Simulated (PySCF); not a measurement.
**Assigning NMR signals**

Cartesian coordinates in Å; atom numbers follow the order of the lines, from 1:
```xyz
13

C    -2.393    0.122   -0.311
C    -0.917    0.036   -0.111
C    -0.299   -0.857    0.710
O     1.026   -0.794    0.770
C     1.497    0.186   -0.033
C     2.917    0.410   -0.105
O     3.428    1.261   -0.796
P     0.287    1.076   -0.903
H    -2.903   -0.628    0.289
H    -2.760    1.107   -0.027
H    -2.646   -0.036   -1.358
H    -0.757   -1.616    1.323
H     3.516   -0.267    0.533
```

PySCF calculation with GIAO PBE0/pcSseg-1 shieldings and coordinates at the GFN2-xTB level; a single conformation, no relativistic terms, isolated molecule, one averaged value for each set of equivalent atoms.

Referencing at the same level of theory: ¹³C (σref 186.93), ¹H (σref 31.72) against TMS.

**Question.** Assign these signals to the numbered atoms. ¹³C{¹H} NMR (computed): δ 201.9 (C), 184.0 (CH), 155.6 (CH), 154.8 (C), 15.4 (CH3).

**Answer.** 
| δ (ppm) | atoms | environment | reason |
| --- | --- | --- | --- |
| 201.9 | C5 | substituted aromatic carbon next to the ring oxygen | – |
| 184.0 | C6 | aldehyde carbonyl carbon | the double bond to the heteroatom, with no lone-pair donor beside it, deshields it most |
| 155.6 | C3 | aromatic CH next to the ring oxygen | – |
| 154.8 | C2 | substituted aromatic carbon | – |
| 15.4 | C1 | methyl carbon on an aromatic ring | a saturated carbon with 1 carbon neighbour and no heteroatom attached |

C3 and C2 lie closer than the usual error of such a calculation, so a measured spectrum could show them in the other order.

**Question.** Assign these signals to the numbered atoms. ¹H NMR (600 MHz, computed): δ 9.98 (m, 1H), 8.00 (m, 1H), 2.63 (m, 3H).

**Answer.** 
| δ (ppm) | atoms | environment | reason |
| --- | --- | --- | --- |
| 9.98 | H13 | hydrogen on an aldehyde carbonyl carbon | the formyl region, downfield of aromatic protons |
| 8.00 | H12 | hydrogen on an aromatic CH next to the ring oxygen | it sits in the deshielding region of the aromatic ring current |
| 2.63 | H9/H10/H11 | hydrogen on a methyl carbon on an aromatic ring | benzylic-type position, deshielded by the ring |

Splittings by ³¹P in the carbon and heteronuclear signals aren't shown, as no couplings were computed. Shifts are as computed. Against solution values, carbons near 30 ppm lie about +3 ppm off and those near 130 ppm about +5 ppm. Of 1211 compounds with measured shifts, 218 miss one by over three times the rms of a fit or turn the order of signals round; such compounds aren't used in these exercises. Multiplicities follow the n + 1 count of equivalent neighbours, as no J values were calculated; m marks all less simple cases, F and P coupling included.
